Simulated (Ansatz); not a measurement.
A run on `[NH2][Zn][CH]1[CH2][SbH]1` with other settings.

```yaml
crystal:
  periodic: [false, false, false]
  atoms:
    - {symbol: N, position_ang: [-1.586447, 2.006953, 1.115979]}
    - {symbol: Zn, position_ang: [-0.707472, 0.850301, 0.029855]}
    - {symbol: C, position_ang: [0.293131, -0.365551, -1.041792]}
    - {symbol: C, position_ang: [1.606850, -0.910119, -0.735140]}
    - {symbol: Sb, position_ang: [0.117282, -2.302659, 0.109870]}
    - {symbol: H, position_ang: [-1.804294, 2.932940, 0.780432]}
    - {symbol: H, position_ang: [-2.361139, 1.671545, 1.668286]}
    - {symbol: H, position_ang: [-0.073081, -0.587352, -2.042056]}
    - {symbol: H, position_ang: [2.175853, -1.380596, -1.531430]}
    - {symbol: H, position_ang: [2.217389, -0.453319, 0.034431]}
    - {symbol: H, position_ang: [0.121918, -1.462133, 1.611574]}
basis:
  gaussian: {orbitals: def2-TZVPD, fitting: {mean_field: def2-universal-jkfit}}
hamiltonian: {xc: {name: BLYP}}
scf: {lower_state_search: full}
```

```sh
$ ansatz run in.yaml --threads 2 --pin off --events-out ev --progress --plain --max-ram 32768MiB --backend cuda --devices 0, --max-vram 18GiB
```

Output, abridged:

```
Functional definition: BLYP
817 factors; integrals over basis functions are off by at most 6.9e-1 eV
mean field evaluation 1: about -58578.5497 eV, gradient 1.4e2 eV
mean field evaluation 2: about -58578.5507 eV, gradient 1.4e2 eV
mean field evaluation 4: about -58610.2129 eV, gradient 5.6e1 eV
mean field evaluation 8: about -58619.5112 eV, gradient 4.6e0 eV
mean field evaluation 16: about -58619.5520 eV, gradient 1.3e-3 eV
mean field evaluation 64: about -58619.5520 eV, gradient 7.8e-5 eV
mean field -58619.55198169 eV, -2154.2288015676 hartree, gradient 4.7e-5 eV, S^2 0.000000; 2 other end points of the search recorded, 0 dependent functions left out
reference -58619.55240826 eV, -2154.2288172438 hartree; 39, 39 occupied and 233, 233 virtual orbitals, 817 factors
Total energy: -58619.55240826 eV, -2154.2288172438 hartree
```

It took 5 s on 2 threads of an AMD EPYC 7R13 on a shared host and a share of an NVIDIA H100 80 GB, with 0.78 GiB of host memory at the peak.
